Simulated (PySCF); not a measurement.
Gas-phase reaction: GeI2 + 3 GeH4 + 2 GeH3Cl ⇌ 2 ICl + 3 Ge2H6, at 500 K and a standard pressure of 1 bar. Level: ωB97X-V/def2-TZVP†.

Method: PySCF energies plus ideal-gas RRHO corrections (1 bar). † marks an energy on the PBE0/def2-TZVP geometry and frequencies. All species are closed-shell singlets. I: scalar-relativistic def2 core potential, no spin-orbit coupling. Ge: all electrons, no relativistic terms. The harmonic model lacks anharmonicity and excited electronic states, which grow with temperature; levels with a mode under 35 cm⁻¹ are left out. Internal rotation in Ge2H6 is treated as a harmonic vibration of one conformer, which makes the entropy rough. Soft modes under 120 cm⁻¹ make the harmonic entropy rough for GeI2.

```tsv
species	E (Ha)	H(500 K) − E (kJ/mol)	S°(500 K) (J/mol/K)
GeI2	-2672.27947	29.4	364.4
GeH4	-2079.19655	99.3	244.6
GeH3Cl	-2538.79176	89.2	296.4
ICl	-757.83352	19.2	265.7
Ge2H6	-4157.22328	158.2	351.1
```
E: electronic energy; H − E holds the zero-point and thermal terms. 1 Ha = 2625.5 kJ/mol.

Question: Work out ΔH°, ΔS°, ΔG° and log10 K from these numbers.

Answer: 1. ΔE = 2×(-757.83352) + 3×(-4157.22328) − 1×(-2672.27947) − 3×(-2079.19655) − 2×(-2538.79176) = 0.11576 Ha = 303.9 kJ.
2. Δ(H − E) = 2×(19.2) + 3×(158.2) − 1×(29.4) − 3×(99.3) − 2×(89.2) = 7.3 kJ, so ΔH° = 311.2 kJ.
3. ΔS° = 2×(265.7) + 3×(351.1) − 1×(364.4) − 3×(244.6) − 2×(296.4) = -106.3 J/K; the number of gas molecules changes by -1.
4. ΔG° = ΔH° − TΔS° = 311.2 − 500×(-106.3)/1000 = 364.3 kJ.
5. log10 K = −ΔG°/(RT ln 10) = -38.07, with RT ln 10 = 9.57 kJ/mol; at standard pressures the reactants are favoured.
6. A shift of 10 kJ in ΔE would move log10 K by 1.04 here.
For scale, ΔH°(298 K) is 305 kJ at this level, 319 kJ at ωB97M-V/def2-TZVP†, and runs from 270 to 385 kJ over the 17 levels computed.
